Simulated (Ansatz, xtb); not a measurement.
# Relative energy of two isomers of C6H7NOS

Structure X is `O=C1C[C@@H]2CSC=C2N1`, a singlet and structure Y is `OC1=NC2=CSC[C@@H]2C1`, a singlet. Both are isolated molecules in the gas phase, relaxed with B3LYP/def2-SVP; the shapes shown needn't be the lowest conformers.

X (Å):

```yaml
atoms:
  - { symbol: C, position_ang: [-0.7944, -1.2662, -1.0655] }
  - { symbol: C, position_ang: [-1.0193, 0.0911, -1.7591] }
  - { symbol: C, position_ang: [-0.3431, 1.1027, -0.8212] }
  - { symbol: C, position_ang: [0.4762, 2.2778, -1.3551] }
  - { symbol: C, position_ang: [1.7269, 0.8764, 0.4266] }
  - { symbol: C, position_ang: [0.6484, 0.2442, -0.0579] }
  - { symbol: N, position_ang: [0.1989, -1.0672, -0.1095] }
  - { symbol: O, position_ang: [-1.3324, -2.3200, -1.3032] }
  - { symbol: S, position_ang: [1.7519, 2.6041, -0.0428] }
  - { symbol: H, position_ang: [-2.0900, 0.2555, -1.9397] }
  - { symbol: H, position_ang: [-0.5164, 0.0420, -2.7417] }
  - { symbol: H, position_ang: [-1.0850, 1.4788, -0.0893] }
  - { symbol: H, position_ang: [0.9992, 2.0077, -2.2882] }
  - { symbol: H, position_ang: [-0.1077, 3.1939, -1.5188] }
  - { symbol: H, position_ang: [2.5430, 0.4611, 1.0173] }
  - { symbol: H, position_ang: [0.5967, -1.8495, 0.3990] }
```

Y (Å):

```json
{"atom": "C", "x (Å)": "-0.7576", "y (Å)": "-1.0008", "z (Å)": "-0.4732"}
{"atom": "C", "x (Å)": "0.5344", "y (Å)": "0.6047", "z (Å)": "0.1330"}
{"atom": "C", "x (Å)": "1.0608", "y (Å)": "1.6639", "z (Å)": "0.7697"}
{"atom": "C", "x (Å)": "0.6707", "y (Å)": "2.1357", "z (Å)": "-1.7528"}
{"atom": "C", "x (Å)": "0.6153", "y (Å)": "0.6543", "z (Å)": "-1.3905"}
{"atom": "C", "x (Å)": "-0.5710", "y (Å)": "-0.2487", "z (Å)": "-1.7795"}
{"atom": "N", "x (Å)": "-0.1748", "y (Å)": "-0.5149", "z (Å)": "0.5677"}
{"atom": "O", "x (Å)": "-1.5387", "y (Å)": "-2.0795", "z (Å)": "-0.4480"}
{"atom": "S", "x (Å)": "1.6272", "y (Å)": "2.9213", "z (Å)": "-0.3605"}
{"atom": "H", "x (Å)": "-1.5629", "y (Å)": "-2.3958", "z (Å)": "0.4715"}
{"atom": "H", "x (Å)": "1.1243", "y (Å)": "1.8237", "z (Å)": "1.8458"}
{"atom": "H", "x (Å)": "1.1833", "y (Å)": "2.3564", "z (Å)": "-2.6993"}
{"atom": "H", "x (Å)": "-0.3378", "y (Å)": "2.5833", "z (Å)": "-1.7727"}
{"atom": "H", "x (Å)": "1.5620", "y (Å)": "0.1668", "z (Å)": "-1.6956"}
{"atom": "H", "x (Å)": "-0.3968", "y (Å)": "-0.9208", "z (Å)": "-2.6321"}
{"atom": "H", "x (Å)": "-1.4887", "y (Å)": "0.3306", "z (Å)": "-1.9943"}
```

Q: Which of the two would you expect CCSD(T)/def2-SVP + ΔMP2/def2-TZVPP electronic energies to favour?

A: Structure X; the calculation gives E(Y) − E(X) = +10.7 kcal/mol.

Level by level:

```tsv
level	geometry	E(Y) − E(X) (kcal/mol)	departure from the last row (kcal/mol)	job, with rough time for the two
GFN2-xTB	GFN2-xTB	+11.5	+0.8	optimisation, 0.53 s
HF/STO-3G	GFN2-xTB	+9.1	−1.6	single point, 2.8 s
r2SCAN-D4/def2-SVP	GFN2-xTB	+14.6	+3.9	single point, 16 s
B3LYP/def2-SVP	B3LYP/def2-SVP	+14.6	+3.9	optimisation, 4.1 min
HF/def2-SVP	B3LYP/def2-SVP	+15.2	+4.5	part of the CCSD(T) run
MP2/def2-SVP	B3LYP/def2-SVP	+13.9	+3.2	part of the CCSD(T) run
CCSD(T)/def2-SVP	B3LYP/def2-SVP	+13.2	+2.5	single point
CCSD(T)/def2-SVP + ΔMP2/def2-TZVPP	B3LYP/def2-SVP	+10.7		single point, 8.7 min
```

As drawn, Y has 1 C–O, 1 C=N, 1 O–H in place of 1 C=O, 1 C–N, 1 N–H.

The levels shown agree on the order. The largest departure from CCSD(T)/def2-SVP + ΔMP2/def2-TZVPP is that of HF/def2-SVP, 4.5 kcal/mol. The last row adds to CCSD(T) the change of the MP2 difference between the two basis sets, here −2.5 kcal/mol.

With thermal terms from frequencies at re-optimised GFN2-xTB minima (ideal gas, soft modes damped towards free rotors, one conformer each, 298.15 K, 1 atm): on the last row, ΔE + ΔZPE = +10.4, ΔH = +10.4, ΔG = +10.5 kcal/mol.

The correlated steps freeze 13 core orbitals. Run with Ansatz 0.2.0, xtb 6.7.1; the last row on 2 threads of Intel(R) Xeon(R) Processor @ 2.50GHz (Skylake/Cascade Lake) on a shared host.
